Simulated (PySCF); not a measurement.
**Correlation energy of N²⁺ (nitrogen, charge +2)**

[He] 2s2 3s1, 2S determinant (an excited configuration). Computed with PySCF 2.14 in aug-cc-pCVTZ-DK, with scalar relativity by spin-free X2C-1e. Frozen: 1s2; 3 electrons correlated.

```
  level  correlation energy (mhartree)
   CCSD                         -95.29
    (T)                          -1.97
CCSD(T)                         -97.26
```

Diagnostics: T1 = 0.0095, D1 = 0.0223, largest double amplitude 0.141.

Task: Is a single reference adequate?

Result: Mostly. T1 lies below 0.03, but a double amplitude of this size points to a near-degeneracy that CCSD handles and MP2 describes poorly.
